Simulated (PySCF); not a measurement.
Relaxation of triplet RhOF

Level of theory: PySCF, UPBE0, basis Rh def2-TZVP with ECP28, O def2-TZVP, F def2-TZVP (scalar-relativistic core potentials, no spin–orbit coupling, density fitting). A (50,194) grid was used.

A hand-made bent start, of Cs symmetry, held to at least that symmetry:

```xyz
3
charge 0 multiplicity 3, angstrom
Rh   -0.0546    0.0000   -0.2605
O    -1.4226    0.0000    0.6974
F     1.4936    0.0000    0.8236
```

At each step, columns x, y, z (Å) and Fx, Fy, Fz (eV/Å):

```
step 0  E − E(last) = 30.56 kJ/mol
Rh  -0.055   0.000  -0.260  -0.175   0.000   1.333
O   -1.423   0.000   0.697   0.132   0.000  -0.771
F    1.494   0.000   0.824   0.043   0.000  -0.562
step 1  E − E(last) = 18.47 kJ/mol
Rh  -0.053   0.000  -0.187   0.035   0.000   0.912
O   -1.480   0.000   0.657  -0.104   0.000  -0.473
F    1.550   0.000   0.791   0.068   0.000  -0.439
step 2  E − E(last) = 4.94 kJ/mol
Rh  -0.042   0.000  -0.005  -1.263   0.000   0.970
O   -1.636   0.000   0.557   1.651   0.000  -0.695
F    1.694   0.000   0.709  -0.388   0.000  -0.275
step 3  E − E(last) = 0.64 kJ/mol
Rh  -0.051   0.000   0.013   0.083   0.000   0.210
O   -1.614   0.000   0.546  -0.011   0.000  -0.090
F    1.681   0.000   0.701  -0.072   0.000  -0.120
step 4  E − E(last) = 0.01 kJ/mol
Rh  -0.050   0.000   0.056  -0.040   0.000   0.047
O   -1.635   0.000   0.523   0.063   0.000  -0.032
F    1.702   0.000   0.682  -0.024   0.000  -0.016
step 5  E − E(last) = 0.00 kJ/mol
Rh  -0.050   0.000   0.060   0.002   0.000   0.001
O   -1.636   0.000   0.521  -0.004   0.000  -0.003
F    1.703   0.000   0.679   0.002   0.000   0.003
```

It ends at Cs with Rh–F 1.859 Å, Rh–O 1.652 Å; F–Rh–O 144.6° (after a last refinement on a finer grid). A frequency run shows a minimum. Other isomers or separated fragments may lie lower.

With open d or f shells other occupations or spin states may lie lower.

The relaxation took of the order of 30 core-seconds on a shared host.
